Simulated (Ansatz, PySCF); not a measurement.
Al₂O, SMILES [Al][O][Al] (connectivity only; charge and spin as stated), neutral, multiplicity 1.

Geometry: r2SCAN-D4/def2-TZVP.

Vertical ionisation energy (IE) and electron affinity (EA) in eV. Rows of orbital energies are one-electron estimates. Where ΔSCF, EOM or ADC give a negative EA the extra electron is unbound and the value depends on the basis.

| level | IE | EA |
|---|---|---|
| −ε(HOMO), −ε(LUMO), r2SCAN/def2-TZVPD (PySCF) | 5.41 | 1.75 |
| −ε(HOMO), −ε(LUMO), PBE/def2-TZVPD (PySCF) | 5.24 | 1.87 |
| ADC(2)/aug-cc-pVDZ (PySCF) | 7.86 | -0.34 |
| ΔSCF, CAM-B3LYP/def2-TZVPD (Ansatz), final states of multiplicity 2 and 2 | 8.19 | -0.48 |
| ΔSCF, PBE/def2-TZVPD (Ansatz), final states of multiplicity 2 and 2 | 7.76 | -0.08 |

Question: What vertical singlet–triplet gap does ΔSCF give with CAM-B3LYP/def2-TZVPD (Ansatz, a first-principles code) and with PBE/def2-TZVPD (Ansatz)? (Estimate from the structure and the level; the computed values follow.)

Answer: 3.14 and 2.84 eV (triplet above singlet where positive).

Question: Beyond the first one, list the lowest photoelectron lines from ADC(2)/aug-cc-pVDZ (PySCF) with their pole strengths (two spins summed). (An estimate is asked for; the answer gives what the named calculation found.)

Answer: 9.15 eV (1.87), 10.30 eV (1.66), 10.30 eV (1.66), 13.92 eV (1.65).
